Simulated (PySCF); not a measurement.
Job for PySCF: R-HF/STO-3G on ClGeH2N (SMILES [NH2][Ge][Cl]), a point of a torsion scan.

```python
from pyscf import gto, scf, dft, mp
from pyscf.data.elements import chemcore

mol = gto.M(
    atom='''
    N    -0.75665604   -0.05019288    0.16699456
    Ge    0.78578887   -0.99479951    0.39367343
    Cl    1.52783842    0.17707897    2.05774801
    H    -0.88758255    0.92950931    0.37493932
    H    -1.43841667   -0.32699620   -0.52484180
    ''',
    basis='sto-3g',
    charge=0, spin=0, verbose=3, max_memory=1800)
mf = scf.RHF(mol)
mf.conv_tol = 1e-8
mf.max_cycle = 100
mf.kernel()
if not mf.converged:
    mf = mf.newton().run(mf.mo_coeff, mf.mo_occ)
```

Predict the final total energy.

-2561.2923 hartree.
